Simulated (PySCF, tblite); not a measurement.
Isomers of C4H8F2O2. Computed values, GFN2-xTB/tblite, gas phase, harmonic and unscaled. The method is semi-empirical: single wavenumbers can be off by several per cent or more. One conformer each.

Electronic energies: PBE0/pcSseg-1 single points on the GFN2-xTB geometries (PySCF, gas phase).

| SMILES | electronic energy, lowest = 0 (kcal/mol) |
| --- | --- |
| COC[C@H](F)OCF | 21.1 |
| COC(OC)C(F)F | 24.1 |
| CCOC(F)(F)OC | 0.0 |
| CO[C@H](CF)OCF | 23.6 |
| CO[C@@H](F)[C@@H](F)OC | 18.7 |

Problem. How do GFN2-xTB zero-point energies change the relative energies?

Solution. 
```
                SMILES  ZPE (kcal/mol)  of it from modes above 1550 cm⁻¹  electronic (kcal/mol)  with ZPE, lowest = 0 (kcal/mol)  lowest mode (cm⁻¹)  rings
          CCOC(F)(F)OC            76.2                              34.4                    0.0                              0.0                  52      0
CO[C@@H](F)[C@@H](F)OC            75.7                              33.8                   18.7                             18.2                  46      0
        COC[C@H](F)OCF            76.3                              33.7                   21.1                             21.2                  46      0
        CO[C@H](CF)OCF            76.2                              33.7                   23.6                             23.6                  49      0
          COC(OC)C(F)F            75.8                              33.6                   24.1                             23.7                  43      0
```

The zero-point energies span 0.6 kcal/mol, from `CO[C@@H](F)[C@@H](F)OC` to `COC[C@H](F)OCF`. The order is unchanged.

Problem. And how do the electronic energies of GFN2-xTB itself compare?

Solution. `CCOC(F)(F)OC` 0.0; `CO[C@@H](F)[C@@H](F)OC` 20.5; `COC[C@H](F)OCF` 20.0; `CO[C@H](CF)OCF` 21.2; `COC(OC)C(F)F` 26.1 kcal/mol, lowest = 0. Against the energies above, taken from the same isomer `CCOC(F)(F)OC`, the largest difference is 2.4 kcal/mol.

Problem. What do entropy and thermal enthalpy add at 298.15 K and 1 bar (rigid rotor, harmonic oscillator, one conformer each)?

Solution. 
```json
{"SMILES": "CCOC(F)(F)OC", "point group": "C1", "symmetry number": "1", "S (cal/(mol K))": "94.8", "H − H(0) (kcal/mol)": "6.45", "ZPE + H − H(0) − TS (kcal/mol)": "54.4"}
{"SMILES": "CO[C@@H](F)[C@@H](F)OC", "point group": "Ci", "symmetry number": "1", "S (cal/(mol K))": "96.5", "H − H(0) (kcal/mol)": "6.59", "ZPE + H − H(0) − TS (kcal/mol)": "53.5"}
{"SMILES": "COC[C@H](F)OCF", "point group": "C1", "symmetry number": "1", "S (cal/(mol K))": "95.9", "H − H(0) (kcal/mol)": "6.37", "ZPE + H − H(0) − TS (kcal/mol)": "54.1"}
{"SMILES": "CO[C@H](CF)OCF", "point group": "C1", "symmetry number": "1", "S (cal/(mol K))": "96.5", "H − H(0) (kcal/mol)": "6.44", "ZPE + H − H(0) − TS (kcal/mol)": "53.8"}
{"SMILES": "COC(OC)C(F)F", "point group": "C1", "symmetry number": "1", "S (cal/(mol K))": "95.9", "H − H(0) (kcal/mol)": "6.53", "ZPE + H − H(0) − TS (kcal/mol)": "53.7"}
```
